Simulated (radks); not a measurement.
W XLI, configuration [Ar] 3d10 4s2 4p4 (the NIST ground configuration). Method: scalar-relativistic Kohn-Sham, PBE, spin-polarised, spherical densities, finite nucleus; open shells are filled with parallel spins first (spin-orbit coupling, left out, can overturn this in heavy ions); Fermi nuclear charge, rms radius 5.3658 fm; computed with a radial shooting solver on a logarithmic mesh with Libxc functionals.

Normalised radial functions P(r) = r R(r), r in bohr:

```
   r/bohr * 3d up, o 4d down (the largest magnitude, 2.44, reaches the edge; | marks zero, & curves that meet)
 0.001237                             &
 0.001572                             &
 0.001999                             &
 0.002541                             &
  0.00323                             &
 0.004107                             &
 0.005221                             &
 0.006637                             &
 0.008437                             &
  0.01073                             &
  0.01363                             &
  0.01733                             |&
  0.02204                             |o*
  0.02801                             | o*
   0.0359                             |  o *
  0.04563                             |    o *
  0.05801                             |      o   *
  0.07375                             |         o     *
  0.09375                             |           o        *
   0.1192                             |            o            *
   0.1515                             |         o                *
   0.1926                             |  o                    *
   0.2448                      o      |                 *
   0.3113             o               |          *
   0.3957         o                   |    *
    0.503             o               | *
   0.6395                    o        *
   0.8129                          o  *
    1.033                            o*
    1.314                             &
```

3d up: eigenvalue -3580.3 eV, 0 radial nodes, <r> = 0.178 bohr, 90 % of the charge inside 0.275 bohr. 4d down (empty): eigenvalue -1744.3 eV, 1 radial node at r = 0.209 bohr, <r> = 0.408 bohr, 90 % of the charge inside 0.593 bohr.
